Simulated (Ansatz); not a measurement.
Al3Ga⁻. Total charge -1; doublet. Geometry PBE0-D4/def2-SVPD.

```csv
atom,x (Å),y (Å),z (Å)
Al1,0.9366,0.9288,0.8520
Al2,-1.4980,0.3104,1.2879
Al3,-0.9243,-0.9312,-0.8625
Ga4,1.4857,-0.3079,-1.2774
```

The structure comes from a short search, and lower isomers may exist.

Task: Estimate the α-spin orbital energies around the gap (eV) in Ansatz with PBE-D4/def2-SVPD, PBE-D4/def2-TZVPD, r2SCANh-D4/def2-TZVPD, PBE0-D4/def2-TZVPD, ωB97X-V/def2-TZVPD.

Result: 
| orbital | PBE-D4/def2-SVPD | PBE-D4/def2-TZVPD | r2SCANh-D4/def2-TZVPD | PBE0-D4/def2-TZVPD | ωB97X-V/def2-TZVPD |
| --- | --- | --- | --- | --- | --- |
| HOMO−9 | -15.04 | -14.97 | -16.78 | -18.36 | -20.82 |
| HOMO−8 | -14.97 | -14.91 | -16.73 | -18.31 | -20.76 |
| HOMO−7 | -14.95 | -14.89 | -16.71 | -18.29 | -20.74 |
| HOMO−6 | -6.64 | -6.63 | -7.66 | -8.16 | -11.13 |
| HOMO−5 | -4.29 | -4.30 | -5.00 | -5.43 | -7.88 |
| HOMO−4 | -3.34 | -3.36 | -4.07 | -4.50 | -6.89 |
| HOMO−3 | -1.34 | -1.38 | -1.76 | -2.03 | -3.58 |
| HOMO−2 | -0.41 | -0.43 | -0.97 | -1.12 | -2.69 |
| HOMO−1 | -0.26 | -0.28 | -0.64 | -0.86 | -2.41 |
| HOMO | -0.11 | -0.10 | -0.49 | -0.77 | -2.37 |
| LUMO | 1.07 | 1.05 | 1.26 | 1.53 | 2.95 |
| LUMO+1 | 1.59 | 1.54 | 1.80 | 2.09 | 3.62 |
| LUMO+2 | 1.86 | 1.82 | 2.08 | 2.36 | 3.76 |
| LUMO+3 | 1.95 | 1.91 | 2.12 | 2.37 | 3.94 |
| LUMO+4 | 3.13 | 2.85 | 3.45 | 3.27 | 4.47 |
| LUMO+5 | 3.20 | 2.97 | 3.50 | 3.38 | 4.54 |
| β HOMO | -0.03 | -0.03 | -0.47 | -0.73 | -2.31 |
| β LUMO | 0.30 | 0.32 | 0.79 | 0.96 | 2.47 |
